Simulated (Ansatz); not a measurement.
Geometry optimisation, RKS PBE/6-31G in Ansatz 0.2.0.

input.yaml

```yaml
crystal:
  periodic: [false, false, false]
  atoms:
    - { symbol: Al, position_ang: [-0.6996, 0.9621, 1.859] }
    - { symbol: "N", position_ang: [-1.2316, -0.4713, 0.7281] }
    - { symbol: Si, position_ang: [-1.8212, 0.2044, -0.8484] }
    - { symbol: Al, position_ang: [0.4364, -1.4679, 0.3873] }
    - { symbol: Si, position_ang: [2.2452, -0.466, -0.6306] }
    - { symbol: H, position_ang: [0.5436, 1.8769, 1.456] }
    - { symbol: H, position_ang: [-1.8965, 1.8651, 2.5106] }
    - { symbol: H, position_ang: [-2.9631, 1.023, -0.6258] }
    - { symbol: H, position_ang: [-0.7412, 1.0684, -1.391] }
    - { symbol: H, position_ang: [-2.1064, -0.8953, -1.7341] }
    - { symbol: H, position_ang: [0.3897, -3.0357, 0.7595] }
    - { symbol: H, position_ang: [3.3287, -1.4482, -0.769] }
    - { symbol: H, position_ang: [2.6725, 0.6589, 0.233] }
    - { symbol: H, position_ang: [1.8306, 0.0964, -1.9057] }
basis:
  gaussian: { orbitals: "6-31G" }
hamiltonian:
  xc: pbe
relax:
  f_tol: 0.015
  max_steps: 40
output:
  orbitals: {}
```

Command:

```bash
$ ansatz run input.yaml --threads 1 --pin off --max-ram 2048MiB --backend cpu --events-out ev --progress --plain --runs-dir out
```

Question: Where does it end, and by what steps?

Answer: The run converged. Limits of this set-up: no polarisation functions. After 29 steps the energy has fallen by 1.989 eV; H11 moved furthest, 2.89 Å.

```json
{"step": "0", "energy less start (eV)": "0.0000", "largest force component (eV/Å)": "2.565", "accepted": "yes"}
{"step": "2", "energy less start (eV)": "-1.0515", "largest force component (eV/Å)": "0.517", "accepted": "yes"}
{"step": "4", "energy less start (eV)": "-1.3516", "largest force component (eV/Å)": "0.561", "accepted": "yes"}
{"step": "6", "energy less start (eV)": "-1.5577", "largest force component (eV/Å)": "0.300", "accepted": "yes"}
{"step": "8", "energy less start (eV)": "-1.7040", "largest force component (eV/Å)": "0.190", "accepted": "yes"}
{"step": "10", "energy less start (eV)": "-1.7678", "largest force component (eV/Å)": "0.262", "accepted": "yes"}
{"step": "12", "energy less start (eV)": "-1.8212", "largest force component (eV/Å)": "0.121", "accepted": "yes"}
{"step": "14", "energy less start (eV)": "-1.8730", "largest force component (eV/Å)": "0.116", "accepted": "yes"}
{"step": "16", "energy less start (eV)": "-1.9138", "largest force component (eV/Å)": "0.111", "accepted": "yes"}
{"step": "18", "energy less start (eV)": "-1.9408", "largest force component (eV/Å)": "0.237", "accepted": "yes"}
{"step": "20", "energy less start (eV)": "-1.9737", "largest force component (eV/Å)": "0.090", "accepted": "yes"}
{"step": "22", "energy less start (eV)": "-1.9818", "largest force component (eV/Å)": "0.149", "accepted": "yes"}
{"step": "24", "energy less start (eV)": "-1.9884", "largest force component (eV/Å)": "0.032", "accepted": "yes"}
{"step": "26", "energy less start (eV)": "-1.9890", "largest force component (eV/Å)": "0.027", "accepted": "yes"}
{"step": "28", "energy less start (eV)": "-1.9892", "largest force component (eV/Å)": "0.018", "accepted": "yes"}
{"step": "29", "energy less start (eV)": "-1.9893", "largest force component (eV/Å)": "0.010", "accepted": "yes"}
```

```xyz
14
Properties=species:S:1:pos:R:3
Al -0.535 1.465 1.380
N -0.843 0.200 0.086
Si -2.546 -0.136 -0.463
Al 0.514 -0.768 -0.702
Si 2.915 -0.570 -0.167
H 0.996 1.729 1.812
H -1.803 2.245 2.007
H -3.510 0.665 0.390
H -2.750 0.258 -1.914
H -2.888 -1.607 -0.325
H 0.014 -1.822 -1.831
H 3.453 -1.927 0.261
H 3.281 0.425 0.914
H 3.690 -0.188 -1.419
```

Whether the end is a true minimum wasn't checked by a vibrational analysis.

Run time: 3.3 min on 1 thread of Intel(R) Xeon(R) Processor @ 2.70GHz, with other jobs on the host, peak memory 0.15 GiB.
